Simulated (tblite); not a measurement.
A geometry optimisation, step by step.

Species: C4H5B2F3O.
Atom-mapped SMILES: `[BH2:1][BH:2][C:3]1=[C:4]([O:5][C:6]([F:7])([F:8])[F:9])[CH2:10]1` (hydrogens: H11, H12 on B1; H13 on B2; H14, H15 on C10)

Computed with GFN2-xTB (tblite), gas phase: L-BFGS steps from a force-field or distance-geometry start until the largest atomic force falls under 0.01 eV/Å. 11 of its 117 geometries are shown.

Step 0: E = -862.5639 eV, largest atomic force 2.875 eV/Å
```
atom  x, y, z in Å  |  force x, y, z in eV/Å
B1      3.128   -0.449   -0.486   -0.078  -1.373   1.339
B2      1.611   -0.801    0.152    0.045   1.833   0.834
C3      0.493    0.286    0.120   -1.323  -2.417  -0.820
C4     -0.778    0.636   -0.115    0.905  -0.766   0.692
O5     -2.103    0.362   -0.454   -1.051  -1.138   0.810
C6     -2.864   -0.715    0.029    0.791   1.031  -1.202
F7     -4.125   -0.625   -0.568    2.367  -0.322   1.077
F8     -2.262   -1.914   -0.376   -1.275   1.592   1.049
F9     -3.061   -0.695    1.383    0.428  -0.370  -1.855
C10     0.147    1.720    0.325   -0.048   1.287  -0.027
H11     3.634    0.538   -0.091   -0.174  -0.043  -0.353
H12     3.857   -1.390   -0.559   -0.009   0.538  -0.668
H13     1.648   -1.417    1.202   -0.074   0.160  -0.923
H14     0.532    2.441   -0.437   -0.518  -0.278   0.903
H15     0.138    2.032    1.390    0.015   0.264  -0.856
```

Step 12: E = -863.6567 eV, largest atomic force 0.264 eV/Å
```
atom  x, y, z in Å  |  force x, y, z in eV/Å
B1      3.153   -0.507   -0.307   -0.081   0.018  -0.007
B2      1.637   -0.708    0.304    0.052   0.115   0.102
C3      0.400    0.136    0.087    0.090   0.080   0.035
C4     -0.830    0.568   -0.023    0.081  -0.054   0.036
O5     -2.124    0.431   -0.453   -0.192  -0.044  -0.107
C6     -2.788   -0.630   -0.028    0.003  -0.023  -0.031
F7     -4.007   -0.630   -0.557    0.083   0.014   0.046
F8     -2.217   -1.799   -0.346    0.066  -0.114  -0.105
F9     -2.928   -0.662    1.305   -0.073   0.018   0.118
C10     0.082    1.662    0.309    0.249  -0.078  -0.031
H11     3.707    0.512   -0.096   -0.028  -0.159   0.060
H12     3.827   -1.339   -0.801   -0.219   0.140  -0.048
H13     1.575   -1.422    1.244   -0.026   0.001  -0.029
H14     0.356    2.380   -0.457    0.016   0.026   0.143
H15     0.152    2.016    1.334   -0.020   0.062  -0.184
```

Step 23: E = -863.7539 eV, largest atomic force 0.154 eV/Å
```
atom  x, y, z in Å  |  force x, y, z in eV/Å
B1      3.081   -0.474   -0.266   -0.098  -0.063   0.046
B2      1.635   -0.692    0.455   -0.059   0.022  -0.022
C3      0.431    0.165    0.147   -0.016   0.054   0.143
C4     -0.796    0.582   -0.033   -0.128   0.033   0.006
O5     -2.087    0.401   -0.479    0.085  -0.092   0.072
C6     -2.736   -0.667   -0.042   -0.024  -0.094   0.041
F7     -3.959   -0.672   -0.554   -0.015   0.022  -0.061
F8     -2.169   -1.840   -0.370    0.065   0.097  -0.019
F9     -2.879   -0.705    1.296    0.095   0.048  -0.046
C10     0.116    1.692    0.266    0.108  -0.059   0.036
H11     3.791    0.399    0.071    0.029  -0.122  -0.070
H12     3.475   -1.209   -1.089    0.088   0.112  -0.025
H13     1.512   -1.458    1.342   -0.024   0.015  -0.048
H14     0.419    2.396   -0.500   -0.019  -0.078  -0.053
H15     0.162    2.091    1.271   -0.087   0.105   0.002
```

Step 35: E = -863.8119 eV, largest atomic force 0.163 eV/Å
```
atom  x, y, z in Å  |  force x, y, z in eV/Å
B1      2.975   -0.502   -0.264   -0.070   0.014   0.117
B2      1.584   -0.708    0.575    0.030  -0.006  -0.007
C3      0.432    0.241    0.350   -0.033  -0.081   0.046
C4     -0.784    0.623    0.037    0.155   0.043   0.027
O5     -2.026    0.374   -0.487   -0.065   0.047  -0.012
C6     -2.653   -0.712   -0.061    0.015   0.041  -0.021
F7     -3.878   -0.730   -0.573    0.023  -0.033   0.012
F8     -2.061   -1.862   -0.408    0.058  -0.049  -0.054
F9     -2.775   -0.760    1.273   -0.037  -0.019   0.079
C10     0.128    1.754    0.247    0.008   0.095  -0.020
H11     3.864    0.123    0.176   -0.012   0.026   0.021
H12     3.172   -0.941   -1.328   -0.008  -0.091  -0.049
H13     1.436   -1.540    1.393   -0.004  -0.012  -0.098
H14     0.498    2.334   -0.589   -0.049   0.019  -0.102
H15     0.084    2.315    1.172   -0.010   0.005   0.061
```

Step 46: E = -863.8368 eV, largest atomic force 0.159 eV/Å
```
atom  x, y, z in Å  |  force x, y, z in eV/Å
B1      2.948   -0.520   -0.249    0.034   0.034   0.074
B2      1.540   -0.698    0.560    0.070  -0.093  -0.038
C3      0.421    0.299    0.413   -0.003  -0.042   0.036
C4     -0.797    0.679    0.107    0.018  -0.030  -0.024
O5     -2.039    0.421   -0.402   -0.085   0.016   0.002
C6     -2.605   -0.723   -0.046   -0.032  -0.002  -0.008
F7     -3.814   -0.783   -0.588   -0.025  -0.059   0.018
F8     -1.938   -1.816   -0.441    0.029   0.033   0.000
F9     -2.752   -0.842    1.282   -0.007  -0.048  -0.011
C10     0.124    1.810    0.238    0.019  -0.016  -0.035
H11     3.841    0.100    0.199   -0.045  -0.060  -0.034
H12     3.159   -1.026   -1.285   -0.006   0.021   0.010
H13     1.361   -1.633    1.250   -0.047   0.053   0.025
H14     0.463    2.320   -0.654   -0.001   0.159  -0.008
H15     0.083    2.420    1.130    0.081   0.037  -0.007
```

Step 58: E = -863.8618 eV, largest atomic force 0.101 eV/Å
```
atom  x, y, z in Å  |  force x, y, z in eV/Å
B1      2.916   -0.557   -0.208    0.016  -0.057  -0.082
B2      1.485   -0.711    0.557    0.002   0.032  -0.033
C3      0.417    0.345    0.386   -0.049  -0.021   0.052
C4     -0.812    0.740    0.141   -0.013  -0.020  -0.023
O5     -2.089    0.475   -0.275   -0.003  -0.001   0.028
C6     -2.555   -0.744   -0.024    0.016   0.007   0.007
F7     -3.747   -0.883   -0.592    0.020   0.035  -0.014
F8     -1.778   -1.732   -0.488    0.012   0.022  -0.010
F9     -2.716   -0.987    1.285    0.041  -0.008   0.010
C10     0.141    1.857    0.199   -0.043  -0.012  -0.022
H11     3.846    0.001    0.233   -0.002   0.009   0.079
H12     3.094   -1.008   -1.277   -0.017  -0.008   0.010
H13     1.196   -1.645    1.211    0.018   0.045   0.008
H14     0.430    2.368   -0.714   -0.007   0.002   0.015
H15     0.166    2.487    1.080    0.009  -0.025  -0.023
```

Step 70: E = -863.8705 eV, largest atomic force 0.047 eV/Å
```
atom  x, y, z in Å  |  force x, y, z in eV/Å
B1      2.897   -0.594   -0.222   -0.014   0.004   0.012
B2      1.453   -0.697    0.526    0.006  -0.020   0.020
C3      0.393    0.369    0.382    0.000  -0.016   0.001
C4     -0.838    0.774    0.170    0.011   0.031   0.007
O5     -2.127    0.507   -0.198   -0.013  -0.004  -0.014
C6     -2.527   -0.748   -0.015    0.007  -0.001  -0.006
F7     -3.714   -0.920   -0.582   -0.008   0.038   0.026
F8     -1.701   -1.659   -0.542    0.003  -0.030  -0.014
F9     -2.656   -1.071    1.280    0.009  -0.022  -0.008
C10     0.127    1.880    0.180    0.001   0.010   0.003
H11     3.813   -0.087    0.304    0.029   0.001  -0.004
H12     3.112   -1.028   -1.288    0.006  -0.015   0.001
H13     1.177   -1.611    1.214   -0.004   0.022  -0.016
H14     0.397    2.375   -0.747   -0.020   0.002   0.011
H15     0.193    2.518    1.053   -0.013   0.001  -0.018
```

Step 81: E = -863.8764 eV, largest atomic force 0.072 eV/Å
```
atom  x, y, z in Å  |  force x, y, z in eV/Å
B1      2.917   -0.623   -0.202    0.043  -0.007  -0.004
B2      1.455   -0.668    0.514    0.044  -0.027   0.050
C3      0.401    0.401    0.362    0.015  -0.027  -0.016
C4     -0.842    0.784    0.186   -0.026   0.059   0.011
O5     -2.135    0.507   -0.152   -0.053   0.007   0.008
C6     -2.521   -0.757   -0.018    0.003  -0.034  -0.031
F7     -3.747   -0.886   -0.510   -0.019  -0.008   0.060
F8     -1.743   -1.633   -0.667    0.023   0.008  -0.005
F9     -2.554   -1.173    1.257   -0.005   0.030  -0.051
C10     0.101    1.909    0.167    0.022  -0.011   0.027
H11     3.842   -0.130    0.327   -0.030  -0.010  -0.013
H12     3.151   -1.116   -1.240   -0.018   0.011   0.019
H13     1.160   -1.568    1.216    0.009   0.029  -0.036
H14     0.323    2.414   -0.766    0.024  -0.020   0.007
H15     0.186    2.545    1.040   -0.032   0.000  -0.025
```

Step 93: E = -863.8806 eV, largest atomic force 0.031 eV/Å
```
atom  x, y, z in Å  |  force x, y, z in eV/Å
B1      2.926   -0.637   -0.178    0.011   0.006  -0.015
B2      1.460   -0.639    0.530   -0.010   0.011  -0.008
C3      0.393    0.419    0.366   -0.025  -0.002   0.010
C4     -0.854    0.795    0.190    0.009   0.009  -0.003
O5     -2.154    0.514   -0.126    0.024   0.005   0.011
C6     -2.514   -0.761   -0.028    0.013   0.000  -0.005
F7     -3.774   -0.887   -0.421   -0.003  -0.009  -0.002
F8     -1.774   -1.583   -0.785   -0.009  -0.015  -0.019
F9     -2.437   -1.244    1.219    0.016   0.011   0.009
C10     0.085    1.923    0.158    0.017  -0.003  -0.011
H11     3.878   -0.192    0.345   -0.030   0.007   0.000
H12     3.131   -1.148   -1.214   -0.008   0.008   0.012
H13     1.160   -1.542    1.222   -0.011  -0.017   0.018
H14     0.312    2.414   -0.782   -0.005   0.001  -0.004
H15     0.155    2.576    1.018    0.012  -0.011   0.008
```

Step 104: E = -863.8829 eV, largest atomic force 0.032 eV/Å
```
atom  x, y, z in Å  |  force x, y, z in eV/Å
B1      2.900   -0.633   -0.169    0.009  -0.009   0.002
B2      1.440   -0.648    0.551    0.008  -0.008  -0.016
C3      0.382    0.416    0.378   -0.009  -0.009   0.004
C4     -0.859    0.806    0.191    0.014   0.000  -0.013
O5     -2.154    0.518   -0.139    0.013   0.012   0.021
C6     -2.496   -0.762   -0.037    0.009  -0.002   0.000
F7     -3.772   -0.899   -0.370    0.006  -0.011  -0.003
F8     -1.785   -1.569   -0.839   -0.018   0.008  -0.013
F9     -2.350   -1.257    1.198   -0.005   0.000   0.011
C10     0.094    1.921    0.152    0.019  -0.006  -0.003
H11     3.850   -0.182    0.348   -0.009   0.016   0.005
H12     3.097   -1.131   -1.210    0.003  -0.005  -0.014
H13     1.139   -1.551    1.244   -0.015   0.005   0.014
H14     0.330    2.401   -0.792    0.004  -0.003   0.004
H15     0.179    2.577    1.009   -0.030   0.011   0.002
```

Step 116: E = -863.8841 eV, largest atomic force 0.007 eV/Å
```
atom  x, y, z in Å  |  force x, y, z in eV/Å
B1      2.895   -0.643   -0.163    0.001   0.002  -0.001
B2      1.433   -0.653    0.552    0.000   0.000   0.003
C3      0.382    0.418    0.374    0.001  -0.002   0.000
C4     -0.858    0.809    0.187    0.001  -0.001  -0.001
O5     -2.157    0.522   -0.124   -0.002   0.002  -0.001
C6     -2.489   -0.762   -0.041   -0.002   0.001   0.002
F7     -3.778   -0.899   -0.320   -0.001   0.003  -0.002
F8     -1.812   -1.542   -0.897    0.001   0.000  -0.003
F9     -2.285   -1.288    1.174   -0.002  -0.006   0.002
C10     0.097    1.923    0.147    0.000  -0.001   0.002
H11     3.832   -0.162    0.352   -0.001   0.001  -0.001
H12     3.108   -1.158   -1.194    0.000   0.001   0.001
H13     1.122   -1.542    1.260    0.001  -0.001   0.001
H14     0.333    2.403   -0.797    0.000  -0.004   0.000
H15     0.173    2.581    1.003    0.003   0.003  -0.002
```

**Question.** Summarise the path.

**Answer.** The energy falls by 30.44 kcal/mol from step 0 to step 116; nine tenths of that is first reached at step 23. It never rises by more than 0.2 meV. The largest force goes from 2.875 to 0.007 eV/Å. Among the bonds O5–C6 changes most, from 1.404 to 1.329 Å; the atoms move by 0.607 Å rms after alignment.

**Question.** Follow the three bonds and two angles with the largest change from start to end.

**Answer.** 
```tsv
step	E above end (kcal/mol)	largest force (eV/Å)	O5–C6 (Å)	C6–F7 (Å)	C3–C10 (Å)	C4–O5–C6 (°)	B2–B1–H12 (°)
0	30.44	2.875	1.404	1.397	1.489	125.6	114.2
5	8.25	0.472	1.329	1.335	1.560	122.1	126.7
10	5.92	0.486	1.321	1.329	1.563	118.5	127.1
15	4.79	0.220	1.321	1.325	1.562	115.4	126.7
20	3.65	0.437	1.324	1.331	1.563	117.7	123.5
25	2.76	0.277	1.324	1.325	1.549	116.8	121.8
30	1.93	0.282	1.324	1.329	1.560	117.4	124.1
35	1.66	0.163	1.325	1.328	1.547	117.1	124.2
40	1.37	0.102	1.324	1.327	1.558	116.8	123.6
45	1.16	0.115	1.324	1.326	1.551	116.7	123.4
50	0.87	0.150	1.327	1.327	1.547	116.8	121.4
55	0.61	0.140	1.327	1.327	1.551	116.8	121.6
61	0.43	0.076	1.329	1.327	1.549	116.0	121.6
66	0.37	0.045	1.329	1.326	1.548	115.8	122.3
71	0.31	0.043	1.329	1.327	1.548	115.5	124.0
76	0.28	0.051	1.329	1.326	1.550	115.7	124.1
81	0.18	0.072	1.328	1.327	1.549	116.4	123.8
86	0.14	0.035	1.328	1.327	1.549	116.4	123.9
91	0.09	0.042	1.329	1.326	1.548	116.2	122.9
96	0.07	0.026	1.329	1.327	1.549	115.9	122.5
101	0.04	0.034	1.329	1.325	1.549	115.8	122.4
106	0.02	0.039	1.329	1.327	1.549	115.3	122.7
111	0.00	0.018	1.329	1.326	1.549	115.2	122.9
116	0.00	0.007	1.329	1.326	1.549	115.2	123.2
```

What follows is the cost of the whole relaxation. Hardware: an Arm Neoverse V1 with one thread, no GPU, on a shared host. Cost: 0.77 s.
